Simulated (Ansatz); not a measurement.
Reaction (hydrogenolysis of a C–Ga bond): `OC#C[CH2][GaH2]` + H₂ → `CC#CO` + `[GaH3]`

Computed with Ansatz on PBE0-D4/def2-TZVP structures; ΔE is electronic, products minus reactants. CCSD(T)/CBS is the MP2 limit (def2-TZVPP, def2-QZVPP) plus CCSD(T) − MP2 in def2-TZVPP, frozen cores. This one scheme is used for every species. DFT in def2-TZVPP. For Ga outer-core shells are correlated without core-valence functions, which leaves a few kJ/mol of doubt a bond. Scalar relativity is left out up to krypton. Each species was taken in one conformer, which may not be the lowest.

(1) Is it downhill or uphill in electronic energy at CCSD(T)/CBS, and by how much? (Estimate.)

(2) What do these levels give: LDA (SPW92), r2SCANh-D4, ωB97M-V, RPA@PBE/def2-TZVPP, MP2/def2-TZVPP, CCSD/def2-TZVPP? (An estimate is asked.)

Largest T1 diagnostic among the species: 0.013.

## Answers

(1) Ansatz gave: Downhill: ΔE = -22.0 kJ/mol.

(2) Computed: LDA (SPW92) -23.7, r2SCANh-D4 -26.7, ωB97M-V -30.0, RPA@PBE/def2-TZVPP -27.6, MP2/def2-TZVPP -18.6, CCSD/def2-TZVPP -31.9 kJ/mol.

Leaving LDA and LC-ωPBE aside and taking each functional with its dispersion term where it has one, the values, not all of them listed here, spread over 21.3 kJ/mol, from B97M-V to revPBE-D4. LDA lies +4.2 kJ/mol from PBE without D4. From BLYP to BHLYP (50 % exact exchange), in def2-TZVPP and without D4, ΔE moves by −8.6 kJ/mol.
